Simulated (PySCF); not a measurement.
# Polarisability and C₆ of Cr⁺ (chromium, charge +1)

[Ar] 3d4 4s1, high-spin 6D determinant (an excited configuration). All numbers are calculated (PySCF 2.14, no relativity, point nucleus, in dyall-av2z). Coupled (time-dependent) response in atomic units; α is the mean over directions. A double-zeta set is small for polarisabilities.

| method | mean α (bohr³) | α xx, yy, zz | C₆ (like pair) | S(−4) |
| --- | --- | --- | --- | --- |
| UHF | 46.40 | 47.08, 47.08, 45.02 | 274.2 | 2000 |
| PBE | 33.35 | 33.73, 33.73, 32.58 | 184.9 | 906.0 |
| PBE0 | 36.04 | 36.55, 36.55, 35.03 | 201.8 | 1103 |

S(−4) is the Cauchy moment in α(ω) = α(0) + S(−4) ω² + …

α(iu) at PBE:

```csv
u (hartree),α(iu) (bohr³)
0,33.35
0.0500,31.25
0.100,26.45
0.200,17.12
0.300,11.53
0.500,6.544
0.750,4.171
1.00,3.034
1.50,1.901
2.00,1.332
3.00,0.7747
5.00,0.3657
```

A single London oscillator, α(iu) = α/(1 + u²/ω²), gives C₆ = (3/4) ω α². Matching the computed C₆ needs ω = 4 × 184.9 / (3 × 33.35²) = 0.222 hartree.

For an ion, C₆ is the dispersion term alone; charge-induced terms of lower order in 1/R come first.

The components differ because the open shell of this determinant is not spherical; for a pure term their mean is the scalar polarisability.
